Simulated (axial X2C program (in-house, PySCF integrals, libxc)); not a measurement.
## BiCl along the bond: PBE0, with spin–orbit coupling

Computed with an in-house all-electron X2C program for linear molecules (integrals from PySCF). Two-component (2c) means X2C with spin–orbit coupling and atomic mean-field two-electron Coulomb and Gaunt terms. Basis: Bi dyall-cv3z [12s14p10d6f1g], Cl dyall-av3z [9s8p3d2f] (cores contracted in-house); Gaussian nuclei, density fitting, unrestricted open shells. Masses: Bi 208.980 u, Cl 34.969 u.

State: Ω = 0 (closed shell). Dipoles are positive if Cl is the positive end.

Results along the bond:

```
R (Å)   μ (D)  HOMO (eV)  LUMO (eV)
2.178  -1.847      -5.64      -2.71
2.278  -2.486      -5.84      -2.86
2.353  -2.961      -5.99      -2.97
2.428  -3.431      -6.13      -3.08
2.503  -3.894      -6.26      -3.19
2.591  -4.426      -6.41      -3.31
2.678  -4.947      -6.55      -3.43
2.791  -5.598      -6.71      -3.58
2.929  -6.364      -6.86      -3.75
3.129  -7.415      -6.95      -3.98
```

One determinant describes the state; a PBE0 search over occupations chose it and may have missed a lower one. The closed shell is kept restricted, so the energy runs too high when the bond is stretched far. The 2c closed shell (π1/2)² is the Ω = 0⁺ component of the spin-free π² triplet, mixed with the ¹Σ⁺ state; no single spin-free determinant represents it.
